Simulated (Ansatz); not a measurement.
Ansatz (a first-principles code) job for In(Cl)(vinyl)(OH) (C2H4ClInO), SMILES C=[CH][In]([OH])[Cl], PBE-D3(BJ)/def2-SVP. 

Ansatz 0.2 input:
```yaml
crystal:
  periodic: [false, false, false]
  atoms:
    - {symbol: In, position_ang: [0.11911871, 0.00946699, -0.00000000]}
    - {symbol: Cl, position_ang: [-0.76393617, -2.19555733, 0.00000000]}
    - {symbol: C, position_ang: [-1.07259857, 1.77850223, 0.00000000]}
    - {symbol: C, position_ang: [-0.52198692, 2.99826695, 0.00000000]}
    - {symbol: H, position_ang: [-2.16226149, 1.66595084, -0.00000000]}
    - {symbol: H, position_ang: [-1.14201614, 3.90425648, 0.00000000]}
    - {symbol: H, position_ang: [0.56093022, 3.16178300, 0.00000000]}
    - {symbol: O, position_ang: [2.12108726, 0.04021102, 0.00000000]}
    - {symbol: H, position_ang: [2.49226019, -0.85370126, 0.00000000]}
basis:
  gaussian:
    orbitals: def2-SVP
hamiltonian:
  xc: pbe
  dispersion: d3bj
relax: {f_tol: 0.002, max_steps: 200}
```

Program output:

```
WARN ansatz: RAYON_NUM_THREADS=1 ignored (pool sized by the plan → 1); use --threads N
Functional definition: PBE
integrals: 0.05 GiB planned
1202 factors; their error is unknown
mean field: 0.28 GiB planned
mean field evaluation 1: about -21851.6902 eV, gradient 7.9e1 eV
mean field evaluation 2: about -21737.4389 eV, gradient 2.0e2 eV
mean field evaluation 4: about -21865.6256 eV, gradient 1.5e1 eV
mean field evaluation 8: about -21866.2454 eV, gradient 2.8e-1 eV
mean field evaluation 16: about -21866.1985 eV, gradient 2.2e-3 eV
mean field -21866.19851562 eV, -803.5679740074 hartree, gradient 2.7e-5 eV, S^2 0.000000; 0 other end points of the search recorded, 0 dependent functions left out
the calculation of the forces begins
reference -21866.19856370 eV, -803.5679757741 hartree; 31, 31 occupied and 75, 75 virtual orbitals, 1202 factors
relax step   1: F+E_penalty+E_count = -21866.38176277 eV  Δ(F+E_penalty+E_count) = +0.000e0 eV  max|allowed force component| = 4.633e-1 eV/Å  Δτ_max = 0.0000 Å  (32 SCF iters, accepted)
these checks for a lower state are left out or cut short: starts, cluster_reference, orbital_swaps, neighbouring_geometries, increment
integrals: 0.05 GiB planned
1202 factors; their error is unknown
mean field: 0.28 GiB planned
mean field -21866.20876754 eV, -803.5683507584 hartree, gradient 1.9e-5 eV, S^2 0.000000; 0 other end points of the search recorded, 0 dependent functions left out
the calculation of the forces begins
reference -21866.20881565 eV, -803.5683525264 hartree; 31, 31 occupied and 75, 75 virtual orbitals, 1202 factors
relax step   2: F+E_penalty+E_count = -21866.39144930 eV  Δ(F+E_penalty+E_count) = -9.687e-3 eV  max|allowed force component| = 1.402e-1 eV/Å  Δτ_max = 0.0152 Å  (34 SCF iters, accepted)
these checks for a lower state are left out or cut short: starts, cluster_reference, orbital_swaps, neighbouring_geometries, increment
integrals: 0.05 GiB planned
1202 factors; their error is unknown
mean field: 0.28 GiB planned
mean field evaluation 32: about -21866.2097 eV, gradient 2.0e-1 eV
mean field -21866.20982045 eV, -803.5683894522 hartree, gradient 1.9e-5 eV, S^2 0.000000; 0 other end points of the search recorded, 0 dependent functions left out
the calculation of the forces begins
reference -21866.20986856 eV, -803.5683912203 hartree; 31, 31 occupied and 75, 75 virtual orbitals, 1202 factors
relax step   3: F+E_penalty+E_count = -21866.39260998 eV  Δ(F+E_penalty+E_count) = -1.161e-3 eV  max|allowed force component| = 1.919e-2 eV/Å  Δτ_max = 0.0165 Å  (33 SCF iters, accepted)
these checks for a lower state are left out or cut short: starts, cluster_reference, orbital_swaps, neighbouring_geometries, increment
integrals: 0.05 GiB planned
1202 factors; their error is unknown
mean field: 0.28 GiB planned
mean field -21866.20990003 eV, -803.5683923766 hartree, gradient 2.0e-5 eV, S^2 0.000000; 0 other end points of the search recorded, 0 dependent functions left out
the calculation of the forces begins
reference -21866.20994814 eV, -803.5683941446 hartree; 31, 31 occupied and 75, 75 virtual orbitals, 1202 factors
relax step   4: F+E_penalty+E_count = -21866.39267850 eV  Δ(F+E_penalty+E_count) = -6.852e-5 eV  max|allowed force component| = 9.528e-3 eV/Å  Δτ_max = 0.0069 Å  (35 SCF iters, accepted)
these checks for a lower state are left out or cut short: starts, cluster_reference, orbital_swaps, neighbouring_geometries, increment
integrals: 0.05 GiB planned
1202 factors; their error is unknown
mean field: 0.28 GiB planned
mean field -21866.20990469 eV, -803.5683925479 hartree, gradient 2.1e-5 eV, S^2 0.000000; 0 other end points of the search recorded, 0 dependent functions left out
the calculation of the forces begins
reference -21866.20995280 eV, -803.5683943160 hartree; 31, 31 occupied and 75, 75 virtual orbitals, 1202 factors
relax step   5: F+E_penalty+E_count = -21866.39269153 eV  Δ(F+E_penalty+E_count) = -1.303e-5 eV  max|allowed force component| = 4.575e-3 eV/Å  Δτ_max = 0.0046 Å  (25 SCF iters, accepted)
these checks for a lower state are left out or cut short: starts, cluster_reference, orbital_swaps, neighbouring_geometries, increment
integrals: 0.05 GiB planned
1202 factors; their error is unknown
mean field: 0.28 GiB planned
mean field -21866.20989900 eV, -803.5683923388 hartree, gradient 1.6e-5 eV, S^2 0.000000; 0 other end points of the search recorded, 0 dependent functions left out
the calculation of the forces begins
reference -21866.20994711 eV, -803.5683941070 hartree; 31, 31 occupied and 75, 75 virtual orbitals, 1202 factors
relax step   6: F+E_penalty+E_count = -21866.39269537 eV  Δ(F+E_penalty+E_count) = -3.835e-6 eV  max|allowed force component| = 1.341e-3 eV/Å  Δτ_max = 0.0010 Å  (22 SCF iters, accepted)
integrals: 0.05 GiB planned
1202 factors; their error is unknown
mean field: 0.28 GiB planned
mean field evaluation 64: about -21856.4891 eV, gradient 5.9e1 eV
mean field -21866.20989900 eV, -803.5683923388 hartree, gradient 1.6e-5 eV, S^2 0.000000; 1 other end points of the search recorded, 0 dependent functions left out
the calculation of the forces begins
reference -21866.20994711 eV, -803.5683941070 hartree; 31, 31 occupied and 75, 75 virtual orbitals, 1202 factors
Total energy: -21866.39274348 eV, -803.5751117495 hartree
Atom 0 at     0.127942     0.013481    -0.000000 Å, force     0.000227     0.000475     0.000000 eV/Å
Atom 1 at    -0.749804    -2.199683     0.000000 Å, force    -0.000541    -0.000654    -0.000000 eV/Å
Atom 2 at    -1.073061     1.781482     0.000000 Å, force    -0.000265    -0.001232     0.000000 eV/Å
Atom 3 at    -0.525919     3.010856     0.000000 Å, force    -0.001341     0.001179    -0.000000 eV/Å
Atom 4 at    -2.169457     1.655409    -0.000000 Å, force     0.000767     0.000401     0.000000 eV/Å
Atom 5 at    -1.157477     3.918732    -0.000000 Å, force     0.000148    -0.000089    -0.000000 eV/Å
Atom 6 at     0.563687     3.183145     0.000000 Å, force     0.000595    -0.000029     0.000000 eV/Å
Atom 7 at     2.145296     0.033994    -0.000000 Å, force     0.000659    -0.000986     0.000000 eV/Å
Atom 8 at     2.469390    -0.888238    -0.000000 Å, force    -0.000249     0.000937    -0.000000 eV/Å
Dipole moment:    -0.102953     0.446799     0.000000 e Å
```

Self-consistency was reached.

Cost: around 26 core-seconds (rough).
